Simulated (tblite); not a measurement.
Start geometry of `N(C[SiH2]C#N)[SiH2]N` from a force field or distance geometry (Å):
```
atom  x, y, z in Å
N1     4.794    0.077    1.034
C2     3.786    0.300    0.466
Si3    2.176    0.629   -0.406
C4     0.741   -0.208    0.492
N5    -0.552    0.044   -0.137
Si6   -2.015   -0.700    0.262
N7    -2.990    0.257   -0.719
H8     1.898    2.103   -0.458
H9     2.232    0.147   -1.818
H10    0.720    0.133    1.544
H11    0.947   -1.294    0.509
H12   -0.761    1.042   -0.114
H13   -2.043   -2.088   -0.202
H14   -2.323   -0.461    1.677
H15   -3.942   -0.103   -0.687
H16   -2.676    0.132   -1.660
```

Question: What comes out of this run: GFN2-xTB geometry optimisation, gas phase in tblite 0.8.0?

Answer: 
```
atom  x, y, z in Å
N1     4.7241   -0.0996    0.9708
C2     3.7545    0.1700    0.4229
Si3    2.1678    0.6084   -0.4617
C4     0.7307   -0.0560    0.6018
N5    -0.5359    0.2479   -0.0304
Si6   -1.9399   -0.7220    0.1954
N7    -3.1365    0.1122   -0.7238
H8     2.1341    2.0735   -0.5443
H9     2.2165   -0.0220   -1.7808
H10    0.7777    0.3449    1.6249
H11    0.7985   -1.1413    0.6995
H12   -0.6836    1.2420   -0.1184
H13   -1.5371   -2.0613   -0.2597
H14   -2.4963   -0.7931    1.5524
H15   -4.0712   -0.2578   -0.6914
H16   -2.9112    0.3632   -1.6733
```

The energy falls by 0.511 eV over 88 L-BFGS steps, the largest force on an atom goes from 3.76 to 0.009 eV/Å, and the atoms move by 0.256 Å rms after alignment. The bond that changes most is Si6–N7 (SiH2 silicon to silicon-bound nitrogen), which lengthens by 0.042 Å. Bonds longer at the end by more than 0.005 Å: 6 of 15; shorter: 8. Among the angles that change most is Si6–N5–H12, from 104.4° to 116.6°. Among the dihedrals that turn most is H11–C4–N5–Si6, from 51° to 32°. Rotational constants go from 7373, 556.7, 527.9 to 7127, 560.9, 532.6 MHz. The orientation of the end geometry is arbitrary; only internal coordinates are fixed.

Its GFN2-xTB frequencies are all real (lowest 33 cm⁻¹). One conformer, not necessarily the lowest.

All values are computed, not measured.
